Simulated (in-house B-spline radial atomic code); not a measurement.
A calculation on Ge8+ (an excited or competing configuration): its settings, and results tabulated from the run. Level of theory: Dirac-Hartree-Fock, average of configuration, Fermi nucleus of rms radius 4.0742 fm; calculated with a radial B-spline atomic code at the basis-set limit.

Command:
```bash
python run_scf.py task.json out
```
Settings (nuclear radius in fm, mass in u):
```
Z                32
configuration    [Ar] 3d5 7g1
hamiltonian      dirac
method           hf
spin_polarised   False
nucleus          fermi
rms_radius       4.0742
atomic_mass      73.92118
speed_of_light   137.035999084
```

Output (hartree, bohr):
```
 radial grid: 70 intervals, B-splines of order 8, outer radius 28.1609 bohr

 iter        energy (Eh)    residual
    1      -2042.1608935    1.29e+00
    2      -2064.6805472    4.78e-01
    3      -2067.1125659    1.78e-01
    4      -2067.4373258    6.40e-02
    5      -2067.4778162    1.79e-02
    6      -2067.4824901    6.88e-04
    7      -2067.4824941    1.58e-05
    8      -2067.4824941    2.16e-06
    9      -2067.4824941    1.19e-07

 total energy                    -2067.482494
 kinetic                           2113.15074
 electron-nucleus                 -4808.69442
 electron-electron                  628.06118

 first-order corrections (not in the total)
   Gaunt                            1.04575
   retardation                     -0.09733
   frequency dependence            -0.00389
   self-energy                      0.70227
   Uehling                         -0.06712
   Wichmann-Kroll                   0.00061
   recoil                           0.01151

 orbital      occ     eigenvalue          <r>       <r^2>       <1/r>       <r^4>       r_max    small
 1s1/2      2.000     -419.17112    0.0469843  0.00297138     32.3841 2.27834e-05     0.03074  1.34e-02
 2s1/2      2.000      -61.66475     0.208676   0.0513945     7.18871  0.00457961      0.1756  2.62e-03
 2p1/2      2.000      -55.53595     0.180806   0.0400948     7.11605  0.00323996      0.1393  2.59e-03
 2p3/2      4.000      -54.35180     0.184312   0.0415364     6.92571  0.00345309      0.1422  2.54e-03
 3s1/2      2.000      -14.67269     0.590122    0.397908     2.42066    0.242786      0.5284  6.65e-04
 3p1/2      2.000      -12.49404     0.593304    0.408198     2.31597     0.26798      0.5206  6.22e-04
 3p3/2      4.000      -12.30278     0.600882    0.418428     2.27448    0.281056      0.5276  6.11e-04
 3d3/2      2.000       -8.99763     0.586246    0.410184     2.09321    0.313495      0.4621  5.29e-04
 3d5/2      3.000       -8.96758     0.588623     0.41334     2.08308    0.317961       0.464  5.26e-04
 7g7/2      0.444       -0.82792      7.03614     55.9887    0.184711      4209.5       7.819  2.23e-05
 7g9/2      0.556       -0.82790      7.03634     55.9918    0.184703     4209.94        7.82  2.23e-05
```

Cost of the run: 1.4 s on 1 thread of Arm Neoverse V1, on a shared host.

For the Dirac Hamiltonian the kinetic term is c α·p + (β - 1)c².
